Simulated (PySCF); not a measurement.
C7H9F3Si2, SMILES [SiH2]([Si](F)(F)F)Cc1ccccc1, GFN2-xTB optimised geometry.

```
21

F      0.96    -1.34     3.42
Si     0.22    -2.66     2.94
F      0.13    -3.49     4.30
F      1.39    -3.43     2.17
Si    -1.78    -2.44     1.86
C     -1.48    -1.93     0.04
C     -0.71    -0.64     0.00
C     -1.38     0.58     0.01
C     -0.68     1.77     0.01
C      0.71     1.76     0.00
C      1.38     0.55     0.00
C      0.68    -0.64     0.00
H     -2.52    -3.71     1.88
H     -2.60    -1.42     2.52
H     -2.43    -1.81    -0.47
H     -0.92    -2.71    -0.48
H     -2.46     0.59     0.01
H     -1.21     2.71     0.01
H      1.26     2.69     0.00
H      2.46     0.53     0.00
H      1.21    -1.58    -0.01
```

Density from PBE0/def2-SVP (PySCF) at that geometry.

Minimum of the electron density along straight lines between bonded atoms, close to the bond critical point (lines longer than 1.1 times the sum of covalent radii, or with two minima, are not listed):

```tsv
bond	length / Å	ρ at the minimum / e bohr⁻³	∇²ρ there / e bohr⁻⁵	position (fraction from the first atom)
F1–Si2	1.591	0.125	1.19	0.58
Si2–F3	1.593	0.124	1.18	0.42
Si2–F4	1.594	0.124	1.17	0.42
Si5–C6	1.911	0.110	0.29	0.38
C6–C7	1.497	…	-0.58	0.50
C7–C8	1.390	0.310	-0.79	0.50
C8–C9	1.383	0.313	-0.80	0.50
C9–C10	1.385	0.312	-0.80	0.50
C10–C11	1.384	0.312	-0.80	0.50
C7–C12	1.390	0.309	-0.78	0.50
C11–C12	1.383	0.313	-0.80	0.50
Si5–H13	1.472	0.116	0.32	0.49
Si5–H14	1.470	0.116	0.31	0.49
C6–H15	1.090	0.273	-0.98	0.63
C6–H16	1.091	0.272	-0.98	0.63
C8–H17	1.081	0.282	-1.06	0.63
C9–H18	1.080	0.284	-1.08	0.63
C10–H19	1.080	0.284	-1.08	0.63
C11–H20	1.080	0.284	-1.09	0.63
C12–H21	1.081	0.283	-1.07	0.63
```

### Question
What belongs in the gaps?

### Answer

- C6–C7, ρ at the minimum / e bohr⁻³: 0.254
